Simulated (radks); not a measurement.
Numerical settings for the tungsten ion W+, [Xe] 4f14 5d4 6s1. Calculated with a radial shooting solver on a logarithmic mesh with Libxc functionals: scalar-relativistic Kohn-Sham, LDA (Slater exchange, Perdew-Wang correlation), spin-polarised, spherical densities, finite nucleus; open shells are filled with parallel spins first (spin-orbit coupling, left out, can overturn this in heavy ions); Fermi nuclear charge, rms radius 5.3658 fm. The defaults (mesh step 0.008 in ln r, mesh end at 40 bohr or more with all orbitals vanishing there, Anderson mixing 0.5 over 9 steps, residual threshold near 1e-9 with the energy settled to 1e-9 hartree or 1e-11 of itself, here a cap of 65 iterations) give E = -16130.3626 hartree and 5d at -12.885 eV in 15 iterations. Run on one thread of a shared host, so times are rough (Arm Neoverse V1): 0.29 s of CPU time, 0.29 s wall, 15 iterations on 2360 mesh points. Changes against that run (0 stands for a change within the tolerance of the run):

setting                    iterations         converged  E (mhartree)  e(5d) (meV)  CPU (s)
mesh step in ln r 0.03             15               yes      +0.00944            0     0.09
mesh step in ln r 0.08              2                no      diverged            -     0.02
mesh step in ln r 0.003            15               yes             0            0     0.75
mesh end (bohr) 20                 15               yes             0            0     0.29
mesh end (bohr) 1                  14  level above zero     +2.72e+05    +6.63e+05     0.21
residual threshold 1e-16           65                no             0            0     0.56
residual threshold 0.01            10               yes             0       -0.383     0.23
mixing 0.05                        22               yes             0            0      0.4
linear mixing, mixing 0.5          30               yes             0            0     0.46
linear mixing, mixing 0.2          65                no             0            0     0.96
mixing history 20                  23               yes             0            0     0.39
iteration cap 3                     3                no         -19.3        +1.63     0.08

Settled on a wrong energy, with an occupied level pushed above zero by the early mesh end: mesh end (bohr) 1 (+272 hartree). Apart from these: no run marked as converged misses the energy by more than 1 mhartree. A mesh that ends early acts as a hard wall.
